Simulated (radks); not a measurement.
Cs XII, configuration [Ar] 3d10 4s1 4p6 4d9 (not the ground configuration).

All-electron calculation, scalar-relativistic Kohn-Sham, LDA (Slater exchange, Perdew-Wang correlation), spin-polarised, spherical densities, finite nucleus; open shells are filled with parallel spins first (spin-orbit coupling, left out, can overturn this in heavy ions); Fermi nuclear charge, rms radius 4.8041 fm. Program: a radial shooting solver on a logarithmic mesh with Libxc functionals.

Energy parts (hartree):
part                       energy
total                  -7738.1984
kinetic                 8151.7542
electron-nucleus      -18419.2497
Hartree                 2708.4326
exchange-correlation    -179.1355

Orbitals (lengths in bohr, moments of r in powers of bohr; r(max) is where P^2 peaks; r(90%) holds 90 % of the orbital's charge):
| orbital | occ. | eigenvalue (hartree) | <r^4> | r(90%) | r(max) |
|---|---|---|---|---|---|
| 1s up | 1 | -1321.505 | 2.252e-06 | 0.0470 | 0.01680 |
| 1s down | 1 | -1321.484 | 2.252e-06 | 0.0470 | 0.01680 |
| 2s up | 1 | -213.4513 | 0.0003785 | 0.173 | 0.09497 |
| 2s down | 1 | -213.4215 | 0.0003785 | 0.173 | 0.09497 |
| 2p up | 3 | -192.3507 | 0.0002744 | 0.160 | 0.07619 |
| 2p down | 3 | -192.3241 | 0.0002744 | 0.160 | 0.07619 |
| 3s up | 1 | -49.98157 | 0.01583 | 0.439 | 0.2726 |
| 3s down | 1 | -49.95175 | 0.01581 | 0.439 | 0.2727 |
| 3p up | 3 | -43.18668 | 0.01652 | 0.445 | 0.2665 |
| 3p down | 3 | -43.15570 | 0.01649 | 0.445 | 0.2666 |
| 3d up | 5 | -33.19318 | 0.01402 | 0.428 | 0.2199 |
| 3d down | 5 | -33.15947 | 0.01398 | 0.428 | 0.2199 |
| 4s up | 1 | -14.84349 | 0.3914 | 0.975 | 0.6363 |
| 4s down | 0 | -14.74573 | 0.3936 | 0.976 | 0.6363 |
| 4p up | 3 | -12.60878 | 0.4983 | 1.04 | 0.6634 |
| 4p down | 3 | -12.51442 | 0.5024 | 1.04 | 0.6636 |
| 4d up | 5 | -9.31770 | 0.7541 | 1.16 | 0.6990 |
| 4d down | 4 | -9.23036 | 0.7660 | 1.16 | 0.6998 |

The highest occupied level is 4d down at -251.17 eV. The configuration is held as typed, so some empty levels lie below it. Summed over all electrons, <r^2> = 12.11 bohr^2, which gives a Langevin (diamagnetic) susceptibility term of -9.59 x 10^-6 cm^3/mol. The density falls to 0.001 e/bohr^3 at r = 2.01 bohr.
